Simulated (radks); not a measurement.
Problem. The mean radii <r> (bohr) of the occupied orbitals of an atom or ion are listed with their occupations. All-electron calculation, scalar-relativistic Kohn-Sham, PBE, spin-polarised, spherical densities, point nucleus. Program: a radial shooting solver on a logarithmic mesh with Libxc functionals.

| orbital | occ. | <r> |
|---|---|---|
| 1s down | 1 | 0.02190 |
| 1s up | 1 | 0.02190 |
| 2s up | 1 | 0.09328 |
| 2s down | 1 | 0.09327 |
| 2p up | 3 | 0.08237 |
| 2p down | 3 | 0.08237 |
| 3s up | 1 | 0.2445 |
| 3s down | 1 | 0.2443 |
| 3p up | 3 | 0.2431 |
| 3p down | 3 | 0.2428 |
| 3d up | 5 | 0.2213 |
| 3d down | 5 | 0.2210 |
| 4s up | 1 | 0.5529 |
| 4s down | 1 | 0.5529 |
| 4p up | 3 | 0.5853 |
| 4p down | 3 | 0.5854 |
| 4d up | 5 | 0.6359 |
| 4d down | 5 | 0.6369 |
| 5s up | 1 | 1.325 |
| 5s down | 1 | 1.344 |
| 5p up | 3 | 1.542 |
| 5p down | 3 | 1.572 |
| 4f up | 7 | 0.8501 |
| 5d up | 1 | 2.330 |

Name the element and its charge. Open shells, if any, are filled with parallel spins first.

Solution. Z = 64, gadolinium, charge +2: Gd2+ in [Xe] 4f7 5d1. The 1s radius gives Z: for a bare nucleus <r> = (2 gamma + 1)/(2Z) with gamma = sqrt(1 - (Z/c)^2), 0.02163 bohr for Z = 64, and screening makes it slightly larger (0.02190 here). The occupations add up to 62, and the charge is Z minus that.
